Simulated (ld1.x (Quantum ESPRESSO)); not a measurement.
**Building the PAW potential for P (Z = 15) (PBE, scalar-relativistic).**

The input file (ld1.x (Quantum ESPRESSO) 7.5):

```
&input
   title='P', zed=15., rel=1, dft='PBE', iswitch=3,
   config='[Ne] 3s2 3p3 3d-2',
   nld=3, rlderiv=1.85, eminld=-3.0, emaxld=5.0, deld=0.02
 /
 &inputp
   pseudotype=3, lpaw=.true., tm=.true., lloc=-1, rcloc=1.55,
   nlcc=.true., new_core_ps=.true., rcore=1.25,
   which_augfun='PSQ', rmatch_augfun_nc=.true.,
   file_pseudopw='P.UPF', file_wfcaegen='ae.wfc', file_wfcncgen='nc.wfc', file_beta='beta', file_chi='chi', file_wfcusgen='us.wfc'
 /
6
3S  1  0   2.00   0.00  1.20  1.55  0.0
3S  1  0   0.00  -0.55  1.20  1.55  0.0
3P  2  1   3.00   0.00  1.40  1.70  0.0
3P  2  1   0.00   0.05  1.40  1.70  0.0
3D  3  2  -2.00  -0.10  1.15  1.55  0.0
3D  3  2  -2.00   2.05  1.15  1.55  0.0
 &test
   configts(1)='3s2 3p3'
 /
```

Command:

```bash
ld1.x < P.in > P.out
```

The program printed (shortened: banner, matrices, multipoles, cross overlaps and the repeated all-electron block are left out):

```
Program LD1 v.7.5
     --------------------------- All-electron run ----------------------------

     P
     scalar relativistic calculation

     atomic number is 15.00
     dft =PBE   lsd =0 sic =0 latt =0  beta=0.20 tr2=1.0E-14
     Exchange-correlation= PBE
                           (   1   4   3   4   0   0   0)
     mesh =1147 r(mesh) = 101.18493 a.u. xmin = -7.00 dx = 0.01250
     1 Ry =  13.60569312 eV, c = 137.03599908

     n l     nl                  e(Ry)          e(Ha)          e(eV)
     1 0     1S 1( 2.00)      -153.1838       -76.5919     -2084.1715
     2 0     2S 1( 2.00)       -12.7881        -6.3941      -173.9915
     2 1     2P 1( 6.00)        -9.1501        -4.5751      -124.4937
     3 0     3S 1( 2.00)        -1.0267        -0.5134       -13.9693
     3 1     3P 1( 3.00)        -0.4047        -0.2024        -5.5068

     final scf error:  5.1E-15 reached in  24 iterations

     Etot =    -683.805637 Ry,    -341.902819 Ha,   -9303.649656 eV

     Ekin =     685.944791 Ry,     342.972395 Ha,    9332.754320 eV
     Encl =   -1630.856241 Ry,    -815.428120 Ha,  -22188.929539 eV
     Eh   =     307.091979 Ry,     153.545990 Ha,    4178.199232 eV
     Exc  =     -45.986166 Ry,     -22.993083 Ha,    -625.673668 eV

     normalization and overlap integrals

     s(1S/1S) =  1.000000  <r> =   0.1036  <r2> =    0.0144  r(max) =   0.0675
     s(2S/2S) =  1.000000  <r> =   0.5197  <r2> =    0.3221  r(max) =   0.4187
     s(2P/2P) =  1.000000  <r> =   0.4853  <r2> =    0.2957  r(max) =   0.3559
     s(3S/3S) =  1.000000  <r> =   1.8959  <r2> =    4.1855  r(max) =   1.5753
     s(3P/3P) =  1.000000  <r> =   2.3728  <r2> =    6.7870  r(max) =   1.8302

     ------------------------ End of All-electron run ------------------------

     --------------------- Generating PAW atomic setup --------------------

      Generating local potential from pseudized AE potential:
      Matching radius rcloc =   1.5500

      Local pseudo, rcloc= 1.556 Estimated cut-off energy=     9.97 Ry

      Computing core charge for nlcc:

       r > 1.26 : true rho core
      Core charge pseudized with two Bessel functions
      Integrated core pseudo-charge :   2.10
      Wfc-us  3S rcutus= 1.556  Estimated cut-off energy=    18.27 Ry
      Wfc-us  3S rcutus= 1.556  Estimated cut-off energy=    19.00 Ry
      Wfc-us  3P rcutus= 1.719  Estimated cut-off energy=    25.05 Ry
      Wfc-us  3P rcutus= 1.719  Estimated cut-off energy=    25.80 Ry
      Wfc-us  3D rcutus= 1.556  Estimated cut-off energy=    43.46 Ry
      Wfc-us  3D rcutus= 1.556  Estimated cut-off energy=    47.03 Ry

     Required augmentation: PSQ   radius:    1.700000

     Q pseudized with Bessel functions
     Expected ecutrho=     382.4729 due to l1=  2   l2=  2

     Estimated PAW energy =  -55.142185 Ryd

     ------------------- End of pseudopotential generation -------------------

     Computing logarithmic derivative in   1.84176
     Computing logarithmic derivative in   1.84176
     Computing the partial wave expansion
     R is outside the sphere for l=    0 j= 0.00
     R is outside the sphere for l=    0 j= 0.00
     R is outside the sphere for l=    1 j= 0.00
     R is outside the sphere for l=    1 j= 0.00
     R is outside the sphere for l=    2 j= 0.00
     R is outside the sphere for l=    2 j= 0.00

     ---------------------- Testing the pseudopotential ----------------------

     P
     scalar relativistic calculation

     atomic number is 15.00   valence charge is  5.00
     dft = SLA  PW   PBX  PBC   lsd =0 sic =0 latt =0  beta=0.20 tr2=1.0E-14
     mesh =1147 r(mesh) = 101.18493 xmin = -7.00 dx = 0.01250

     n l     nl             e AE (Ry)        e PS (Ry)    De AE-PS (Ry)
     1 0     3S   1( 2.00)       -1.02672       -1.02673        0.00001
     2 1     3P   1( 3.00)       -0.40475       -0.40475        0.00000

     eps = 5.9E-15  iter =  3

     Etot =    -683.805637 Ry,    -341.902819 Ha,   -9303.649656 eV
     Etotps =   -55.142203 Ry,     -27.571101 Ha,    -750.247891 eV

     Ekin =      17.106841 Ry,       8.553420 Ha,     232.750423 eV
     Encl =     -36.702734 Ry,     -18.351367 Ha,    -499.366134 eV
     Ehrt =      10.439855 Ry,       5.219928 Ha,     142.041465 eV
     Ecxc =     -45.986165 Ry,     -22.993082 Ha,    -625.673645 eV
     (Ecc =      -2.793074 Ry,      -1.396537 Ha,     -38.001712 eV)

     ---------------------- End of pseudopotential test ----------------------
```

Generation and configuration tests took about 1.1 s on one core of a shared server CPU.
